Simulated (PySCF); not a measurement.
# Br⁺ (bromine, charge +1) across methods

[Ar] 3d10 4s2 4p4, high-spin 3P determinant. All numbers are calculated (PySCF 2.14, the spin-free X2C one-electron Hamiltonian (Gaussian nucleus), in aug-cc-pVQZ-DK).

```json
{"method": "LC-wPBE", "E (hartree)": "-2605.486", "mean ε 4s β (eV)": "-34.128", "mean ε 4p α (eV)": "-22.687", "mean ε 4p β (eV)": "-20.895", "Σ⟨r²⟩ (bohr²)": "31.22", "⟨S²⟩": "2.004"}
{"method": "r2SCAN", "E (hartree)": "-2605.764", "mean ε 4s β (eV)": "-29.377", "mean ε 4p α (eV)": "-18.754", "mean ε 4p β (eV)": "-16.881", "Σ⟨r²⟩ (bohr²)": "31.20", "⟨S²⟩": "2.005"}
{"method": "UHF", "E (hartree)": "-2604.02534", "mean ε 4s β (eV)": "-34.483", "mean ε 4p α (eV)": "-23.545", "mean ε 4p β (eV)": "-21.097", "Σ⟨r²⟩ (bohr²)": "31.52", "⟨S²⟩": "2.009"}
{"method": "wB97X-V", "E (hartree)": "-2605.573", "mean ε 4s β (eV)": "-33.686", "mean ε 4p α (eV)": "-22.127", "mean ε 4p β (eV)": "-20.466", "Σ⟨r²⟩ (bohr²)": "31.35", "⟨S²⟩": "2.002"}
{"method": "wB97X", "E (hartree)": "-2605.853", "mean ε 4s β (eV)": "-33.702", "mean ε 4p α (eV)": "-22.153", "mean ε 4p β (eV)": "-20.365", "Σ⟨r²⟩ (bohr²)": "31.26", "⟨S²⟩": "2.002"}
{"method": "PBE", "E (hartree)": "-2605.439", "mean ε 4s β (eV)": "-29.183", "mean ε 4p α (eV)": "-18.228", "mean ε 4p β (eV)": "-16.503", "Σ⟨r²⟩ (bohr²)": "31.37", "⟨S²⟩": "2.003"}
{"method": "LDA", "E (hartree)": "-2602.042", "mean ε 4s β (eV)": "-29.579", "mean ε 4p α (eV)": "-18.298", "mean ε 4p β (eV)": "-16.618", "Σ⟨r²⟩ (bohr²)": "31.33", "⟨S²⟩": "2.001"}
{"method": "PBE0", "E (hartree)": "-2605.496", "mean ε 4s β (eV)": "-30.834", "mean ε 4p α (eV)": "-19.779", "mean ε 4p β (eV)": "-17.909", "Σ⟨r²⟩ (bohr²)": "31.29", "⟨S²⟩": "2.003"}
{"method": "revPBE", "E (hartree)": "-2605.623", "mean ε 4s β (eV)": "-29.050", "mean ε 4p α (eV)": "-18.208", "mean ε 4p β (eV)": "-16.472", "Σ⟨r²⟩ (bohr²)": "31.35", "⟨S²⟩": "2.003"}
```
